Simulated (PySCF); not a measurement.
## C₆ coefficients of unlike pairs at TPSS

Calculated with PySCF 2.14 from the dipole response of each species, C₆(A,B) = (3/π) ∫ α_A(iu) α_B(iu) du, in atomic units, from isotropic polarisabilities. For ions this is the dispersion term alone; charge-induced terms of lower order in 1/R come first.

```
species       configuration                                                                                              basis      relativity  α (bohr³)  C₆ (like pair)
   Ne³⁺   [He] 2s2 2p3 (4S)                    aug-cc-pCVTZ-DK with one added diffuse shell each of s, p, d, f type (8s7p5d3f)   spin-free X2C     0.6972          0.6231
   Hf³⁺  [Xe] 4f14 5d1 (2D)  aug-cc-pVTZ-PP with one added diffuse shell each of s, p, d, f, g type with ECP60MDF (7s7p6d4f3g)  core potential      6.361           25.50
    Zn⁺  [Ar] 3d10 4s1 (2S)                                                                           def2-TZVPPD (6s6p4d2f1g)            none      18.77           72.99
   Ti²⁺       [Ar] 3d2 (3F)                     x2c-TZVPPall with one added diffuse shell each of s, p, d, f type (7s6p5d3f1g)   spin-free X2C      5.079           15.16
```

Q: Estimate C₆ for Hf³⁺ with Ne³⁺.

A: The integral gives 3.822. The combination rule 2 C_A C_B / (C_A α_B/α_A + C_B α_A/α_B) gives 3.747 and the geometric mean 3.986.

No spin-orbit coupling is included.

The other pairs:

```tsv
pair	C₆
Ti²⁺, Zn⁺	29.67
Ti²⁺, Ne³⁺	2.944
Ti²⁺, Hf³⁺	19.65
Zn⁺, Ne³⁺	5.131
Zn⁺, Hf³⁺	38.07
```
